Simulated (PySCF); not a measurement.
A PySCF script (with the pyscf-properties extension) for the NMR shieldings of SiH2Me(OMe), C2H8OSi, on a PBE0-D3(BJ)/def2-SVP geometry:

```python
import basis_set_exchange as bse
import numpy as np
from pyscf import gto, dft
from pyscf.prop import nmr

atoms = """
Si    0.399493    0.544150    0.252200
H     0.418508    0.623156    1.750125
H     1.822699    0.551105   -0.220234
C    -0.555734    1.963142   -0.484225
H    -0.125778    2.924363   -0.162112
H    -1.607727    1.930798   -0.162938
H    -0.528627    1.923376   -1.583475
O    -0.350892   -0.866209   -0.227700
C     0.077092   -2.142404    0.147475
H     1.093296   -2.369125   -0.227308
H    -0.611514   -2.889489   -0.276839
H     0.084643   -2.275603    1.246003
"""
names = dict.fromkeys(["Si", "H", "C", "O"], "pcSseg-1")
basis = {el: gto.basis.parse(bse.get_basis(n, elements=[el], fmt="nwchem")) for el, n in names.items()}
mol = gto.M(atom=atoms, basis=basis, charge=0, verbose=0)
mf = dft.RKS(mol, xc="HYB_GGA_XC_WB97X_D")
mf.grids.level = 2
mf.grids.alignment = dft.numint.BLKSIZE   # the property module wants whole blocks of grid points
mf.conv_tol = 1e-9
mf.kernel()

calc = nmr.RKS(mf)   # GIAO
C = mf.mo_coeff
Co = C[:, mf.mo_occ > 0]
resp = mf.gen_response(singlet=True, hermi=2)
def vind(x):   # induced exchange potential for any number of trial vectors
    d = np.einsum("pi,xij,qj->xpq", C, 2 * x.reshape(-1, C.shape[1], Co.shape[1]), Co, optimize=True)
    return np.einsum("xpq,pi,qj->xij", resp(d - d.transpose(0, 2, 1)), C, Co, optimize=True).ravel()
mo1, _ = nmr.rhf.solve_mo1(calc, with_cphf=vind)
sigma = calc.kernel(mo1)
for i, s in enumerate(sigma):   # ppm
    print("%2d %-2s %9.2f" % (i, mol.atom_pure_symbol(i), np.trace(s) / 3))
```

Task: What are the results?

Result: 
```
 0 Si    360.24
 1 H      26.68
 2 H      26.68
 3 C     188.02
 4 H      31.54
 5 H      30.89
 6 H      30.87
 7 O     335.25
 8 C     130.63
 9 H      27.89
10 H      27.62
11 H      27.91
```

These numbers come from an equivalent density-fitted implementation of the same equations, which agrees with the script to about 0.01 ppm for H and up to a few tenths of a ppm for heavy atoms, so last digits may differ.

Task: Turn these shieldings into chemical shifts. Referencing at the same level of theory: TMS for 29Si (352.93 ppm) and 1H (31.38 ppm) and 13C (184.54 ppm); 17O (333.19 ppm) against H2O.

Result: Averaging equivalent atoms: Si 0: -7.3; H 1/2: 4.70; H 9/10/11: 3.57; H 4/5/6: 0.28; C 8: 53.9; C 3: -3.5; O 7: -2.1 ppm. Experimental scales use liquid or dissolved standards, which lie at an offset from isolated H2O (liquid H2O: subtract about 36 ppm).

Size and cost of the density-fitted run: 115 basis functions, 12 s wall time on 1 thread of an Arm Neoverse N1, shared host; peak memory 0.56 GiB.
